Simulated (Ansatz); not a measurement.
Species: FeF$_{3}$, net charge 0, sextet state. The spin state was set by rule; other spins were not relaxed. SMILES: [F][Fe]([F])[F]
Structure (B3LYP-D3(BJ)/def2-TZVP (Ansatz, a quantum-chemistry and plane-wave program) minimum search):
```xyz
4

Fe     0.0000     0.0000     0.0000
F     -1.4908    -0.9357    -0.0104
F      0.0123     1.6429    -0.6314
F      1.4785    -0.7072     0.6418
```
Charge 0, spin multiplicity 6.

Computed values are from Ansatz. Cores are frozen in the correlated levels unless marked. UHF or UKS for open shells. No spin-orbit coupling. The frozen core is the preceding noble-gas configuration, with the filled d and f shells of earlier blocks. No relativistic terms. CBS(X,Y): correlation extrapolated as X^-3; Hartree-Fock from the larger set. [CCSD(T)-MP2]/basis is that difference in the basis named.

Question: What is the T1 diagnostic at CCSD/def2-TZVPP?

Answer: 0.031.

Question: What is the dipole moment at CCSD(T)/def2-SVPD?

Answer: 0.00 D.

Question: What is the total energy at RI-MP2/CBS(def2-TZVPP,def2-QZVPP)+[CCSD(T)-MP2]/def2-TZVPP?

Answer: -1562.2000 Eh.

Question: What is the atomisation energy De at RI-MP2/CBS(def2-TZVPP,def2-QZVPP)+[CCSD(T)-MP2]/def2-TZVPP?

Answer: 1379.9 kJ/mol.
